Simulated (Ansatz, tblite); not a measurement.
Forces on the cluster Li6Cl5 at its r2SCAN-D4/def2-SVP geometry. Charge 0, multiplicity 2.

The xTB rows come from tblite. The structure comes from a short search, and lower isomers may exist.

GFN1-xTB (tblite), largest force 0.38 eV/Å:

```xyz
11
positions Å, forces eV/Å
Li    1.369   -1.643   -0.711   -0.097    0.164    0.125
Li    0.319   -1.258    1.993    0.039    0.036   -0.237
Li   -2.098   -1.305    0.261    0.206    0.163    0.098
Li   -0.666    1.452   -1.590    0.070   -0.090    0.197
Li   -1.448    1.430    1.230    0.106   -0.066   -0.208
Li    1.828    1.187   -0.052   -0.186   -0.124   -0.006
Cl    0.151    2.740    0.195   -0.016   -0.310   -0.055
Cl    2.398   -0.678    1.165   -0.263    0.065   -0.161
Cl   -2.646    0.677   -0.684    0.295   -0.128    0.012
Cl   -0.377   -2.774    0.295    0.012    0.301   -0.110
Cl    1.171    0.173   -2.103   -0.165   -0.010    0.346
```

GFN2-xTB (tblite), largest force 0.54 eV/Å:

```
Li -0.077 0.056 0.109
Li -0.061 0.110 -0.109
Li 0.110 0.090 0.060
Li -0.011 -0.044 0.138
Li 0.096 -0.129 -0.041
Li -0.067 -0.030 0.052
Cl 0.021 -0.510 -0.175
Cl -0.392 0.117 -0.353
Cl 0.465 -0.082 -0.009
Cl 0.131 0.427 -0.153
Cl -0.215 -0.005 0.480
```

PBE-D4/def2-TZVP (Ansatz), largest force 0.09 eV/Å:

```
Li -0.034 0.057 0.047
Li 0.060 -0.024 -0.061
Li 0.038 0.015 -0.036
Li 0.023 -0.030 0.073
Li 0.019 0.038 -0.078
Li -0.064 -0.046 -0.011
Cl -0.006 -0.043 0.007
Cl -0.042 0.011 -0.008
Cl 0.038 -0.041 0.038
Cl -0.028 0.060 0.009
Cl -0.005 0.003 0.021
```
